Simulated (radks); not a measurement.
The numbers below are computed, except where a source is named.
Task: The table gives one normalised radial function P(r) = r R(r) (large component) of Bi+ in [Xe] 4f14 5d10 6s1 6p2 7p1 (r in bohr). Level of theory: Dirac Kohn-Sham, exchange-only B88, spin-unpolarised, spherical densities, finite nucleus; open shells fill j = l - 1/2 first; Fermi nuclear charge, rms radius 5.5211 fm (a radial shooting solver on a logarithmic mesh with Libxc functionals).

r,P
0.001178,0.0161
0.001934,0.0221
0.003176,0.0288
0.005215,0.0338
0.008563,0.0323
0.01406,0.0164
0.02309,-0.0178
0.03792,-0.0508
0.06227,-0.0278
0.1023,0.0580
0.1679,0.0375
0.2757,-0.1019
0.4528,0.0310
0.7436,0.1412
1.221,-0.1734
2.005,-0.1880
3.293,0.3123
5.407,0.4933
8.879,0.1694
14.58,0.0097

Which n and l does it have? It may be an empty orbital.

Result: n = 7, l = 0: the number of nodes gives n - l - 1 = 6, the rise at small r points to l (this Dirac orbital starts outside the nucleus as r^gamma with gamma = sqrt((l + 1)^2 - (Z/c)^2) = 0.80; the j = 1/2 orbital of l + 1 starts with the same power, but with a smaller coefficient, and then steepens), and the extent must fit the shell. The curve is that of 7s1/2. 7s1/2 (empty): eigenvalue -6.221 eV, 6 radial nodes at r = 0.0183, 0.0741, 0.191, 0.426, 0.962, 2.47 bohr, <r> = 5.29 bohr, 90 % of the charge inside 7.55 bohr.
